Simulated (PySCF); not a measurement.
Molecule: SMILES CC(C)[SiH2]P[SiH3], C$_{3}$H$_{13}$PSi$_{2}$.

Bonds (- single, = double, # triple, : aromatic): C1-C2, C2-C3, C2-Si4, Si4-P5, P5-Si6. C1 carries H7, H8, H9; C2 carries H10; C3 carries H11, H12, H13; Si4 carries H14, H15; P5 carries H16; Si6 carries H17, H18, H19.

Frames of a GFN2-xTB Langevin trajectory at 400 K; GIAO PBE0/pcSseg-1 shieldings in PySCF 2.14, gas phase, non-relativistic; equivalent atoms averaged within each frame.

Referencing at the same level of theory: $^{13}$C (σref 186.93), $^{29}$Si (σref 349.16), $^{1}$H (σref 31.72) against TMS; $^{31}$P (σref 318.38) vs H3PO4. The references are static minima.

Question: How do the shifts (ppm) fluctuate along the trajectory?

Answer: 
```csv
time (fs),C1/C3,C2,Si4,Si6,P5,H14/H15,H17/H18/H19,H7/H8/H9/H11/H12/H13,H10,H16
250,26.4,21.4,-20.4,-78.2,-321.1,5.02,4.46,1.60,1.45,-0.14
425,24.8,28.3,-16.7,-65.8,-355.5,4.72,4.39,0.68,2.12,-1.32
625,26.2,20.8,-28.5,-59.4,-294.9,3.90,4.83,1.59,3.06,2.12
800,19.0,17.9,-20.8,-79.9,-319.3,4.55,3.99,0.89,1.20,0.95
1000,24.3,20.5,-7.9,-71.3,-356.5,4.75,4.70,1.64,1.81,-0.05
mean of frames,24.1,21.8,-18.9,-70.9,-329.4,4.59,4.47,1.28,1.93,0.31
standard deviation,3.0,3.9,7.5,8.6,26.3,0.42,0.32,0.46,0.72,1.29
```

5 frames give an uncertainty of the mean of about the standard deviation over 2.2 at best, since frames this close in time may not be independent; classical motion lacks zero-point vibration, and the reference would need the same averaging.
